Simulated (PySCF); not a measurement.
Several orderings of computed values.

Each SMILES stands for a single optimised conformer of the isolated species, non-relativistic unless stated. Electronic properties by PySCF.

Dipoles, sizes and rotational constants follow the conformer. The torsions of the flexible species, by atom-mapped SMILES:
- `[NH2:1][CH2:2]/[CH:3]=[CH:4]\[Cl:5]`: N1–C2–C3–C4 -138°, H–N1–C2–C3 -175°, H–N1–C2–C3 68°
- `[CH3:1][B:2]([CH3:3])[BH2-:4][S+:5]([CH3:6])[CH3:7]`: C1–B2–B4–S5 179°, B2–B4–S5–C6 -73°
- `[O:1]=[C:2]([Cl:3])[CH:4]1[CH2:5][CH2:6]1`: O1–C2–C4–C5 145°
- `[CH3:1][Se:2][CH:3]([F:4])[F:5]`: C1–Se2–C3–F4 -61°
- `[F:1][CH2:2][Se:3][CH2:4][F:5]`: F1–C2–Se3–C4 -81°, C2–Se3–C4–F5 76°

Problem. Rank by smallest rotational constant, highest first (PBE0-D3(BJ)/def2-SVP).
A. `O=C(Cl)C1CC1`
B. `NC/C=C\Cl`
C. `CB(C)[BH2-][S+](C)C`
D. `[H][V]([H])([Cl])[Cl]` [radical]

Solution. A (1.803 GHz), D (1.719 GHz), B (1.655 GHz), C (0.944 GHz).

Problem. Rank by dipole moment, lowest first (PBE0-D3(BJ)/def2-SVP).
A. `[H][V]([H])([Cl])[Cl]` [radical]
B. `FC[Se]CF`
C. `C[Se]C(F)F`
D. `NC/C=C\Cl`

Solution. A (0.61 D), D (0.90 D), C (2.36 D), B (2.76 D).
